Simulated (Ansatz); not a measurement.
Z-matrix (Å, degrees):
```
Si
Sb 1 2.569
Cl 1 2.060 2 113.2
H 1 1.484 2 109.7 3 -120.1
H 1 1.484 2 109.7 3 120.1
H 2 1.707 1 90.3 3 45.7
H 2 1.707 1 90.3 3 -46.0
```

Charge 0, multiplicity 1. Sb: def2 effective core potential.

**Question.** List the ωB97M-V/def2-TZVPP orbital energies in eV (the Gaussian-basis code of Ansatz). (Estimate.)

**Answer.** Ansatz gave: Occupied: -2771.88, -1808.16, -262.28, -199.75, -199.63, -199.63, -159.84, -149.13, -111.30, -111.29, -111.17, -103.29, -103.23, -103.21, -38.70, -38.68, -38.60, -38.57, -38.51, -25.80, -19.37, -17.16, -13.31, -13.30, -12.17, -11.92, -11.19, -10.69, -9.32. Lowest empty: 0.82, 1.31, 1.68, 2.12, 2.88, 3.38, 4.25, 4.27.
